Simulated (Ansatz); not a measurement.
Computed with Ansatz on PBE0-D4/def2-TZVP structures; ΔE is electronic, products minus reactants. CBS: MP2 limit from def2 TZ/QZ plus the TZ coupled-cluster correction, frozen cores. DFT in def2-TZVPP. B3LYP here is the variant with VWN-RPA as its local correlation; programs differ in this. Elements past krypton have def2 core potentials. For Sb outer-core shells are correlated without core-valence functions, which leaves a few kJ/mol of doubt a bond. One conformer a species, not always the lowest.

`[OH][SbH][CH2][SiH3]` + `CC[Si]O` → `CC[Si]O[SiH3]` + `[CH3][SbH][OH]`  (ligand exchange at the Si–C bond)

CCSD(T)/CBS gives -0.90 eV.

Another level gave -0.85 eV. Which?
A. revPBE/def2-TZVPP
B. LC-ωPBE/def2-TZVPP
C. r2SCAN0/def2-TZVPP
D. B3LYP/def2-TZVPP

B. LC-ωPBE -0.85, B3LYP -0.96, r2SCAN0 -0.89, revPBE -0.78 eV.

Largest T1 diagnostic among the species: 0.014.

In def2-TZVPP, CCSD(T) changes the Hartree–Fock value by +0.28 eV (the triples alone add +0.04 eV) and MP2 by +0.29 eV. At CCSD(T), def2-SVP lies +0.09 eV from the extrapolated value and def2-TZVPP +0.01 eV.
